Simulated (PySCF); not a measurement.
TaOCl3, SMILES [O]=[Ta]([Cl])([Cl])[Cl], multiplicity 1. Atoms are numbered in the order given.

```xyz
5

Ta     0.0000     0.0000    -0.1534
O      0.0000     0.0000    -1.8665
Cl     1.9046     1.0996     0.5124
Cl     0.0000    -2.1992     0.5124
Cl    -1.9046     1.0996     0.5124
```
Charge 0, spin multiplicity 1.

The structure is a stationary point at r2SCAN-D4/def2-SVP. The multiplicity is an assumed one; no other spin state was optimised. The isomer is the one that the SMILES or the coordinates give; other isomers of the formula were not compared. The def2 effective core potentials stand for the cores of Ta; spin–orbit coupling is left out.

These are PySCF with ωB97X/def2-TZVP values and carry that method's errors.

ESP charges are fitted to the potential on shells at 1.4 to 2.0 van der Waals radii. Atomic charges (e):

```csv
atom,Mulliken,Löwdin,ESP fit
Ta1,1.30,___,0.66
O2,-0.45,___,-0.34
Cl3,-0.28,___,-0.11
Cl4,-0.28,___,-0.11
Cl5,-0.28,___,-0.11
```

Problem. Fill in the missing entries. (The exact figures need the calculation; the answer reports its results.)

Solution. 
- Ta1, Löwdin: 0.03
- O2, Löwdin: -0.26
- Cl3, Löwdin: 0.08
- Cl4, Löwdin: 0.08
- Cl5, Löwdin: 0.08
